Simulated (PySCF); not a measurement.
SnH3Cl, SMILES [Cl][SnH3]. Atoms are numbered in the order given.

```xyz
5

Sn     0.0000     0.0000     0.5521
Cl     0.0000     0.0000    -1.8043
H     -1.4188    -0.8191     1.0225
H      0.0000     1.6382     1.0225
H      1.4188    -0.8191     1.0225
```
Charge 0, spin multiplicity 1.

The structure is a stationary point at B3LYP-D3(BJ)/def2-TZVP. The def2 effective core potentials stand for the cores of Sn; spin–orbit coupling is left out.

Computed with PBE0/def2-TZVPD run with PySCF.

Mulliken values depend strongly on the basis, most of all with diffuse functions as here. ESP charges are fitted to the potential on shells at 1.4 to 2.0 van der Waals radii. Atomic charges (e):

| atom | Mulliken | ESP fit |
|---|---|---|
| Sn1 | 0.47 | 0.34 |
| Cl2 | -0.42 | -0.25 |
| H3 | -0.02 | -0.03 |
| H4 | -0.02 | -0.03 |
| H5 | -0.02 | -0.03 |
